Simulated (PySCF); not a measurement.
wB97X-V on Sr⁻ (strontium, charge -1), [Kr] 4d1 5s2, 2D determinant. All numbers are calculated (PySCF 2.14, the spin-free X2C one-electron Hamiltonian (Gaussian nucleus), in x2c-TZVPPall with one added diffuse shell each of s, p, d, f type (9s7p7d3f1g, 95 functions)).

```
cycle= 1 E= -3178.97050472245  delta_E= -0.00719  |g|= 0.0511  |ddm|= 0.229
cycle= 2 E= -3178.97086449032  delta_E= -0.00036  |g|= 0.0237  |ddm|= 0.0669
cycle= 3 E= -3178.97094925589  delta_E= -8.48e-05  |g|= 0.00245  |ddm|= 0.0206
cycle= 4 E= -3178.97098030095  delta_E= -3.1e-05  |g|= 0.00111  |ddm|= 0.0211
cycle= 5 E= -3178.97099549455  delta_E= -1.52e-05  |g|= 0.000621  |ddm|= 0.018
cycle= 6 E= -3178.97100373231  delta_E= -8.24e-06  |g|= 0.000212  |ddm|= 0.0213
cycle= 7 E= -3178.97100468808  delta_E= -9.56e-07  |g|= 3.95e-05  |ddm|= 0.00923
cycle= 8 E= -3178.97100470471  delta_E= -1.66e-08  |g|= 1.33e-05  |ddm|= 0.000911
cycle= 9 E= -3178.97100470623  delta_E= -1.51e-09  |g|= 4.29e-06  |ddm|= 0.000119
cycle= 10 E= -3178.97100470638  delta_E= -1.58e-10  |g|= 1.39e-06  |ddm|= 0.000113
converged SCF energy = -3178.97100470638  <S^2> = 0.75040521  2S+1 = 2.0004052
```

Highest occupied orbital energy: 0.847 eV; ⟨L²⟩ = 6.00; populations by l: s 10.00, p 18.00, d 11.00, f 0.00.

Can this result be used?

With care. The run converged. The configuration of this anion was assumed by filling the next shell in order. It is not the known or likely ground configuration (Ca⁻, Sr⁻ and Ba⁻, for instance, bind a p electron), so these values are not the electron affinity of the element. At wB97X-V the highest occupied level has a positive energy, so only the finite basis holds that electron.
